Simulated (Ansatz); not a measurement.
Worked example: Si(CH3)4 + C3H8O → Si(CH3)3(OH) + C4H10

Species: Si(CH3)4, singlet; C3H8O (1-propanol) `CCCO`, singlet; Si(CH3)3(OH) (trimethylsilanol), singlet; C4H10 (butane) `CCCC`, singlet. The partners trade CH3 for OH: Si–CH3 and C–OH bonds give way to Si–OH and C–CH3.

Shapes, held fixed at every level: PBE0-D4/def2-TZVP. Flexible molecules stand in one conformer, not always the lowest. Programs: Ansatz 0.2.0. Electronic energies: no zero-point or thermal term.

At CCSD(T)/CBS estimate; 1 Eh = 2625.50 kJ/mol:

```
     species  energy (Eh)
    Si(CH3)4  -448.571009
       C3H8O  -194.143418
Si(CH3)3(OH)  -484.528115
       C4H10  -158.241596
```

Question: Work out ΔE of the reaction at this level.

Answer: 
1. Products less reactants: (-484.528115) + (-158.241596) − [(-448.571009) + (-194.143418)] = -0.055284 Eh = -145.1 kJ/mol.

Other levels give -141.6 (wB97M-V/def2-TZVPP) to -131.7 kJ/mol (PBE-D4/def2-TZVPP). No measured value is set beside it here. The CBS estimate extrapolates MP2 from def2-TZVPP and def2-QZVPP and adds CCSD(T) − MP2 in the triple-zeta set, cores frozen.
